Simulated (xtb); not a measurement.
CH6BeO2Si, SMILES [Be]([O]C)[O][SiH3]. All values are semi-empirical tight-binding results from xtb (GFN2-xTB unless named), good for trends rather than for accurate numbers. Geometry: GFN2-xTB. The values are those of a single conformer.

Optimised geometry:

Bond lengths (Å): Be1–O2 1.371, Be1–O7 1.417, O2–C3 1.375, C3–H4 1.095, C3–H5 1.095, C3–H6 1.095, O7–Si8 1.602, Si8–H9 1.465, Si8–H10 1.466, Si8–H11 1.465. Bond angles (°): O2–Be1–O7 176.8, Be1–O2–C3 178.2, O2–C3–H4 110.1, O2–C3–H5 110.3, O2–C3–H6 110.1, H4–C3–H5 108.8, H4–C3–H6 108.7, H5–C3–H6 108.8, Be1–O7–Si8 175.9, O7–Si8–H9 107.4, O7–Si8–H10 107.3, O7–Si8–H11 107.5, H9–Si8–H10 111.4, H9–Si8–H11 111.6, H10–Si8–H11 111.4.
Charge 0, spin multiplicity 1.

A frequency run showed that this geometry is not a minimum.

For metal compounds this method's bond lengths and energies can be far off.

```
Quantity       Value
-----------  -------
orbital gap  6.24 eV
```

Question: Give the atomic charges and the Wiberg bond orders between heavy atoms. (An estimate is asked for; the answer gives what the named calculation found.)

Answer: charges (e) Be1 0.66, O2 -0.46, C3 0.06, H4 0.04, H5 0.04, H6 0.04, O7 -0.55, Si8 0.50, H9 -0.11, H10 -0.11, H11 -0.11. Bond orders Be1–O2 1.14, O2–C3 1.00, Be1–O7 0.99, O7–Si8 1.16.
